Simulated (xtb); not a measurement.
Al(F)(GeH3)(Me) (CH₆AlFGe), SMILES [CH3][Al]([F])[GeH3]. All values are semi-empirical tight-binding results from xtb (GFN2-xTB unless named), good for trends rather than for accurate numbers. Geometry optimised at GFN2-xTB.

The geometry has at least one imaginary mode, so it is a saddle point at that level.

For metal compounds this method's bond lengths and energies can be far off.

Computed properties:
The orbital gap comes out as 4.01 eV.
